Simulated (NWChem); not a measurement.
# stibine (SbH3); SMILES [SbH3]

```xyz
4

Sb     0.0000     0.0000     0.0329
H     -0.3436     1.3691    -0.9290
H      1.3574    -0.3870    -0.9290
H     -1.0138    -0.9821    -0.9290
```
Atoms are numbered in this order, from 1.

Computed with NWChem. STO-3G and 3-21G are far too small for this property and stand as cheap habits. The geometry was optimised at PBE0-D3(BJ)/def2-TZVP. def2 effective core potentials on Sb; no spin-orbit coupling. Field at 589 nm.

```csv
level,isotropic polarisability (bohr³),anisotropy (bohr³)
"B3LYP/STO-3G (all-electron, non-relativistic)",16.4,6.5
B3LYP/def2-SVP (core potentials),38.2,2.8
B3LYP/def2-SVPD (core potentials),(withheld),(withheld)
B3LYP/def2-TZVPD (core potentials),49.8,2.2
```

Question: Complete the blanks.

Answer: 
- B3LYP/def2-SVPD (core potentials), isotropic polarisability (bohr³): 48.9
- B3LYP/def2-SVPD (core potentials), anisotropy (bohr³): 1.4
